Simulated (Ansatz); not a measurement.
Geometry optimisation, RKS PBE0-D4/6-31G* in Ansatz.

Input file:

```yaml
crystal:
  periodic: [false, false, false]
  atoms:
    - { symbol: C, position_ang: [-0.4164, -1.0906, -1.2815] }
    - { symbol: Si, position_ang: [0.3532, 0.2911, -0.2869] }
    - { symbol: C, position_ang: [1.0058, -0.4401, 1.2746] }
    - { symbol: B, position_ang: [-0.8695, 1.6759, 0.1469] }
    - { symbol: F, position_ang: [-0.7328, 3.0176, -0.3067] }
    - { symbol: Cl, position_ang: [-2.4452, 1.2469, 1.1251] }
    - { symbol: H, position_ang: [0.3072, -1.8259, -1.5402] }
    - { symbol: H, position_ang: [-1.2522, -1.4796, -0.7124] }
    - { symbol: H, position_ang: [-0.8674, -0.5917, -2.1862] }
    - { symbol: H, position_ang: [0.2944, 1.66298, 0.26549] }
    - { symbol: H, position_ang: [0.2016, -0.8927, 1.8955] }
    - { symbol: H, position_ang: [1.803, -1.2161, 1.0544] }
    - { symbol: H, position_ang: [1.4769, 0.381, 1.8723] }
basis:
  gaussian: { orbitals: "6-31G*" }
hamiltonian:
  xc: pbe0
  dispersion: d4
relax:
  f_tol: 0.02
  max_steps: 50
```

Launched with:

```bash
$ ansatz run input.yaml --threads 2 --pin off --max-ram 3072MiB --backend cpu --events-out ev --progress --plain --runs-dir out
```

Q: Where does it end, and by what steps?

A: The forces met the threshold. After 15 steps the energy has fallen by 5.360 eV; H10 moved furthest, 1.59 Å. Parted: B4–H10.

```
step  energy less start (eV)  largest force component (eV/Å)  accepted
   0                  0.0000                           6.584       yes
   1                 -1.4811                           4.097       yes
   2                 -2.6355                           2.576       yes
   3                 -3.4614                           1.914       yes
   4                 -4.0933                           1.299       yes
   5                 -4.5613                           1.249       yes
   6                 -4.9101                           1.038       yes
   7                 -5.1187                           0.797       yes
   8                 -5.2663                           0.536       yes
   9                 -5.3389                           0.326       yes
  10                 -5.3529                           0.190       yes
  11                 -5.3562                           0.347       yes
  12                 -5.3593                           0.109       yes
  13                 -5.3599                           0.064       yes
  14                 -5.3602                           0.036       yes
  15                 -5.3603                           0.015       yes
```

```xyz
13
Properties=species:S:1:pos:R:3
C -0.358 -0.895 -1.348
Si 0.287 0.389 -0.121
C 0.907 -0.436 1.454
B -1.223 1.683 0.306
F -1.498 2.728 -0.452
Cl -2.284 1.434 1.702
H 0.436 -1.601 -1.615
H -1.186 -1.469 -0.916
H -0.715 -0.427 -2.271
H 1.393 1.164 -0.765
H 0.090 -0.962 1.960
H 1.694 -1.165 1.231
H 1.317 0.297 2.156
```

Run time: 75 s on 2 threads of Arm Neoverse V1 (shared host), peak memory 0.28 GiB.
